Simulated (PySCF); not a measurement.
Stepwise substitution at one centre (Ge H-SiH3). Gas-phase values, no solvent. Strings in code marks are SMILES.

The HOMO–LUMO gap from two functionals at the same geometries (PBE0-D3(BJ)/def2-SVP), both in PySCF: PBE-D3(BJ)/def2-TZVP and PBE0-D3(BJ)/def2-TZVP. 

```
species                                                    PBE0-D3(BJ)/def2-TZVP (eV)
---------------------------------------------------------  --------------------------
0 of 4 H replaced by SiH3 (`[GeH4]`)                                            10.72
1 of 4 H replaced by SiH3                                                        8.66
2 of 4 H replaced by SiH3 (`[SiH3][GeH2][SiH3]`)                                 7.80
3 of 4 H replaced by SiH3 (`[GeH]([SiH3])([SiH3])[SiH3]`)                        7.72
```

Task: What does PBE-D3(BJ)/def2-TZVP give for each?

Result: 
- 0 of 4 H replaced by SiH3 (`[GeH4]`): 8.51
- 1 of 4 H replaced by SiH3: 6.72
- 2 of 4 H replaced by SiH3 (`[SiH3][GeH2][SiH3]`): 5.97
- 3 of 4 H replaced by SiH3 (`[GeH]([SiH3])([SiH3])[SiH3]`): 5.87
Over these rows, drawn at random from the members with no instability flagged (it was tested for open shells, ions and some series alone), PBE minus PBE0-D3(BJ): mean -1.96 eV, from -2.21 eV to -1.84 eV.
